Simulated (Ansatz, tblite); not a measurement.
Forces on the cluster Si₃O₄⁻ at its r2SCAN-D4/def2-SVPD geometry. Charge -1, multiplicity 2.

The xTB rows come from tblite. Another isomer (doublet) lies 0.67 eV lower at PBE0-D4/def2-TZVPD; other spin states weren't run for this one.

GFN1-xTB (tblite), largest force 1.30 eV/Å:

```xyz
7
positions Å, forces eV/Å
Si    0.306   -1.241    0.379    0.395   -0.785   -0.008
Si    0.719    1.077    0.315    0.301    0.675    0.479
Si   -1.765    0.282   -1.195    0.324   -0.052    0.219
O     1.181   -2.534    0.430   -0.660    1.113   -0.129
O    -1.044   -1.160   -0.691    0.157    0.607    0.160
O     1.348    2.130    1.282   -0.588   -0.914   -0.715
O    -0.744    1.445   -0.520    0.070   -0.644   -0.005
```

GFN2-xTB (tblite), largest force 1.81 eV/Å:

```
Si 0.681 0.111 -0.280
Si -0.041 -0.212 0.712
Si 1.146 -0.183 0.775
O -1.105 1.409 -0.270
O 0.166 0.870 0.237
O -0.935 -1.085 -1.110
O 0.088 -0.910 -0.065
```

PBE-D4/def2-TZVPD (Ansatz), largest force 0.51 eV/Å:

```
Si -0.078 -0.304 -0.100
Si -0.051 0.325 0.012
Si 0.422 -0.067 0.286
O -0.145 0.257 -0.029
O -0.007 0.111 0.020
O -0.133 -0.213 -0.160
O -0.008 -0.109 -0.029
```
